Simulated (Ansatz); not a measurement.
Ideal-gas functions of `N[SiH](F)P` at 298.15 K and 1 bar, from an Ansatz frequency run at PBE0-D4/def2-TZVP.

Molar mass 97.1 g/mol, point group C1 (symmetry number 1), electronic degeneracy 1, moments of inertia 84.454, 162.305, 221.143 u Å². Harmonic wavenumbers (cm⁻¹, unscaled): 155, 164, 222, 297, 317, 377, 459, 613, 699, 736, 826, 851, 901, 943, 1091, 1581, 2245, 2413, 2423, 3611, 3708.

Use S(trans) = R[1.5 ln M + 2.5 ln T − 1.1517]; rotational temperatures θ = 24.2544 K / I; S(rot) = R[ln(√π/σ · √(T³/θAθBθC)) + 1.5]; for each mode x = 1.438777 ν̃/T, S = R[x/(eˣ − 1) − ln(1 − e⁻ˣ)] and H = RT x/(eˣ − 1); 1 cm⁻¹ = 0.0119627 kJ/mol; R = 8.31446 J/(mol·K).

Q: By hand: the entropy, in J/(mol·K).

A: Translation 165.9. Rotation: θ = 0.2872, 0.1494, 0.1097 K, giving 110.6. Vibration, mode by mode: 10.92, 10.47, 8.13, 6.00, 5.55, 4.40, 3.22, 1.79, 1.29, 1.11, 0.78, 0.71, 0.58, 0.49, 0.27, 0.03, 0.00, 0.00, 0.00, 0.00, 0.00, in all 55.7. Electronic 0.0. Sum 332.2 J/(mol·K).

Q: By hand: H − E and G − E in kJ/mol, counted from the electronic energy.

A: Zero-point energy ½ × 24632 × 0.0119627 = 147.3; thermal vibration 10.0; translation, rotation and pV give 4 RT = 9.9. H − E = 167.2 kJ/mol, and G − E = 167.2 − 298.15 × 332.2/1000 = 68.2 kJ/mol.

Vibration gives 17 % of the entropy. The sum counts one conformer and one mirror image; others add a mixing term.
